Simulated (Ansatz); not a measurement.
C$_{3}$H$_{6}$BBr (`CB/C=C/Br`), relaxed with RKS PBE-D4/def2-SVP in Ansatz from a rough embedded geometry. The force threshold is 0.03 eV/Å; the program also tests the step.

The species carries charge 0 and has multiplicity 1.

Start:

```xyz
11

C     0.327    1.000   -1.218
B    -0.762    0.658   -0.161
C    -0.573   -0.519    0.857
C     0.437   -1.318    0.969
Br    0.615   -2.727    2.201
H     0.042    1.916   -1.800
H     1.277    1.312   -0.643
H     0.554    0.169   -1.833
H    -1.797    1.319   -0.154
H    -1.449   -0.709    1.532
H     1.330   -1.102    0.251
```

Problem. By how much does the energy fall, and how many steps does the optimiser take? (An estimate is asked.)

Solution. Computed: 9.95 kcal/mol, in 23 steps, 6 of them rejected.

Problem. Which bonds change most? (An estimate is asked.)

Solution. Ansatz gave: C4–H11 from 1.165 to 1.102 Å; C3–C4 from 1.293 to 1.353 Å; C1–H8 from 1.058 to 1.108 Å; C1–H7 from 1.154 to 1.114 Å.

Problem. Give the relaxed structure. (Estimate.)

Solution. Computed: 
```xyz
11

C     0.391    1.050   -1.157
B    -0.673    0.728   -0.049
C    -0.638   -0.495    0.911
C     0.355   -1.412    0.846
Br    0.494   -2.931    1.960
H    -0.123    1.158   -2.138
H     0.814    2.062   -0.962
H     1.233    0.341   -1.281
H    -1.612    1.502    0.075
H    -1.427   -0.644    1.669
H     1.188   -1.359    0.126
```
